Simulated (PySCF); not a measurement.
A structure optimised at B3LYP-D3(BJ)/def2-SVP, used in a PySCF frequency run:

```
Ga
Br 1 2.1919
Br 1 2.1919 2 180.00
```
Charge +1, spin multiplicity 1.

### Question
Write its SMILES, formula and point group.

### Answer
[Br][Ga+][Br], Br₂Ga, D∞h

### Question
What are its rotational constants (standard atomic weights)?

### Answer
0.65823 GHz (linear rotor, B only)
